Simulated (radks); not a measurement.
All-electron atom: neutral helium in 1s1 2p1 (not the ground configuration). Method: scalar-relativistic Kohn-Sham, Wu-Cohen GGA, spin-polarised, spherical densities, finite nucleus; open shells are filled with parallel spins first; Gaussian nuclear charge, rms radius 1.6755 fm; computed with a radial shooting solver on a logarithmic mesh with Libxc functionals.

Normalised radial functions P(r) = r R(r), r in bohr:

r	1s up
0.05721	0.2879
0.06348	0.3154
0.07044	0.3451
0.07816	0.3769
0.08673	0.4110
0.09623	0.4474
0.1059	0.4828
0.1175	0.5232
0.1304	0.5656
0.1447	0.6096
0.1606	0.6549
0.1782	0.7011
0.1977	0.7477
0.2194	0.7940
0.2434	0.8390
0.2679	0.8787
0.2973	0.9187
0.3299	0.9544
0.3661	0.9845
0.4062	1.0075
0.4507	1.0222
0.5001	1.0273
0.5549	1.0216
0.6157	1.0042
0.6778	0.9773
0.752	0.9362
0.8345	0.8831
0.9259	0.8189
1.027	0.7453
1.14	0.6644
1.265	0.5789
1.404	0.4921
1.557	0.4070
1.714	0.3327
1.902	0.2593
2.111	0.1953
2.342	0.1418
2.599	0.0989
2.884	0.0659
3.2	0.0418
3.55	0.0251
3.939	0.0141
4.336	0.0078
4.812	0.0038
5.339	0.0017
5.924	0.0007
6.573	0.0003
7.294	0.0001
8.093	0.0000
8.98	0.0000
9.965	0.0000
10.97	0.0000
12.17	0.0000
13.5	0.0000
14.98	0.0000
16.63	0.0000

1s up: eigenvalue -34.593 eV, 0 radial nodes, <r> = 0.769 bohr, 90 % of the charge inside 1.38 bohr.
